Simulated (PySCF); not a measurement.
`FB(F)[C@H]1CC[C@H]1F`, C4H6BF3

Geometry:
| atom | x (Å) | y (Å) | z (Å) |
| --- | --- | --- | --- |
| F1 | 2.420 | -1.780 | 0.393 |
| B2 | 1.752 | -0.676 | 0.141 |
| F3 | 2.435 | 0.231 | -0.520 |
| C4 | 0.262 | -0.447 | 0.630 |
| C5 | -0.221 | 1.025 | 0.647 |
| C6 | -1.021 | 0.777 | -0.641 |
| C7 | -0.810 | -0.725 | -0.456 |
| F8 | -0.369 | -1.395 | -1.570 |
| H9 | 0.076 | -1.003 | 1.551 |
| H10 | -0.854 | 1.244 | 1.503 |
| H11 | 0.564 | 1.774 | 0.576 |
| H12 | -0.506 | 1.135 | -1.529 |
| H13 | -2.052 | 1.119 | -0.655 |
| H14 | -1.679 | -1.280 | -0.093 |

Computed, not measured: PySCF, TDDFT LC-wPBE/def2-SVPD circular dichroism and optical rotation, one conformer, gas phase. Geometry: GFN2-xTB.

The molecule is flexible and this is one conformer; a measurement averages over conformers.

**Question.** Draw the ECD and absorption spectra from the lowest 8 states, each a Gaussian of half-width 0.35 eV at 1/e height.

**Answer.** 
| E (eV) | λ (nm) | Δε (L mol⁻¹ cm⁻¹) | ε (L mol⁻¹ cm⁻¹) |
| --- | --- | --- | --- |
| 7.67 | 162 | +0.18 | 155 |
| 7.82 | 158 | +0.57 | 442 |
| 7.97 | 156 | +1.29 | 887 |
| 8.12 | 153 | +2.20 | 1280 |
| 8.27 | 150 | +2.51 | 1410 |
| 8.42 | 147 | +0.84 | 1400 |
| 8.57 | 145 | -3.45 | 1470 |
| 8.72 | 142 | -8.45 | 1620 |
| 8.87 | 140 | -11.73 | 1730 |
| 9.02 | 137 | -14.17 | 1940 |
| 9.17 | 135 | -18.32 | 2420 |
| 9.32 | 133 | -23.70 | 2940 |
| 9.47 | 131 | -27.96 | 3120 |
| 9.62 | 129 | -30.17 | 2760 |

Δε uses R in velocity form, ε uses f in length form. Only the states computed contribute, so the short-wavelength end is incomplete.
